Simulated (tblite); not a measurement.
A tight-binding relaxation on `C#C[C](C=C)CC(C)=O` [radical].

Computed with GFN2-xTB geometry optimisation, gas phase (tblite 0.8.0). Start geometry: from a force field or distance geometry. The input is one job of a driver script: a line of settings, then coordinates in Å.

Command:
```bash
OMP_NUM_THREADS=1 python probes_run.py task.json out
```

Input:
```
{"job": {"kind": "relax", "xc": "GFN2-xTB", "basis": "xTB"}, "charge": 0, "multiplicity": 2}
C     -2.539800     1.904800     0.035900
C     -1.675900     1.066700     0.053100
C     -0.594000     0.043100     0.112000
C     -1.120200    -1.241900    -0.389100
C     -2.375300    -1.624700    -0.055300
C      0.542200     0.604800    -0.712400
C      1.720100    -0.290100    -0.754200
C      3.030400     0.281400    -0.288000
O      1.729700    -1.439400    -1.112000
H     -3.320800     2.630400     0.023100
H     -0.550400    -1.948000    -1.002000
H     -3.024200    -0.993800     0.550100
H     -2.794500    -2.558400    -0.396700
H      0.800500     1.625300    -0.341800
H      0.142000     0.679500    -1.770300
H      3.285200    -0.175900     0.696400
H      2.965900     1.366000    -0.119600
H      3.770500     0.076600    -1.070300
```

Output:
```
step      E/eV     max force
  0    -696.20344    4.305
  1    -696.51718    3.187
  2    -696.70537    4.806
  3    -696.88641    0.869
  4    -696.93531    0.643
  5    -696.97533    0.643
  6    -697.01499    0.605
  7    -697.05256    0.522
  8    -697.08194    0.493
  9    -697.10342    0.341
... (161 lines left out)
171    -697.54107    0.023
172    -697.54121    0.026
173    -697.54133    0.035
174    -697.54146    0.032
175    -697.54156    0.016
176    -697.54162    0.014
177    -697.54165    0.011
178    -697.54167    0.012
179    -697.54168    0.011
180    -697.54170    0.009
```

«max force» is the largest atomic force in eV/Å.

From which step on does the largest force stay under 0.1 eV/Å, and how much energy is left to gain from there?

From step 146 (0.065 eV/Å), 5.0 meV above the end.

Summary of the converged run: energy lowered by 30.9 kcal/mol over 180 steps; largest atomic force 0.009 eV/Å at the end.

Where do the atoms end?

1.144 Å rms from the input after alignment:
```
atom  x, y, z in Å
C1    -1.4240    1.8029    0.9658
C2    -1.0871    0.9556    0.1715
C3    -0.6736    0.0149   -0.7621
C4    -1.2742   -1.2558   -0.8573
C5    -2.3224   -1.6742   -0.1128
C6     0.5086    0.3542   -1.6185
C7     1.7025   -0.2514   -0.8834
C8     2.2700    0.6288    0.1952
O9     2.1092   -1.3566   -1.1309
H10   -1.7350    2.5272    1.6579
H11   -0.8438   -1.9273   -1.5892
H12   -2.7748   -1.0335    0.6248
H13   -2.7384   -2.6576   -0.2347
H14    0.6254    1.4327   -1.7190
H15    0.4174   -0.1170   -2.5978
H16    1.4665    1.0412    0.8022
H17    2.8037    1.4569   -0.2693
H18    2.9612    0.0653    0.8165
```

How long does this job take on one thread of an Intel Xeon at 2.50 GHz, shared host with 64 logical CPUs at a one-minute load of 56?

About 3.6 s.
Labels such as C1 count atoms from 1, the log's own numbers from 0.
